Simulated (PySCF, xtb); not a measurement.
Al(F)(Cl)(OH) (AlClFHO), SMILES [OH][Al]([F])[Cl]. One conformer was computed; it need not be the lowest.

Harmonic wavenumbers (cm⁻¹) from xtb with GFN2-xTB at its own minimum, in rising order: 148, 197, 260, 263, 393, 509, 774, 920, 3776.

**Question.** What does PBE0-D3(BJ)/def2-SVP (PySCF) give at its own minimum? (Estimate from the structure and the level; the computed values follow.)

**Answer.** 191, 225, 260, 344, 509, 554, 853, 975, 3990. Paired by order, the mean absolute difference is 74 cm⁻¹ and the zero-point energies are 10.3 and 11.3 kcal/mol.
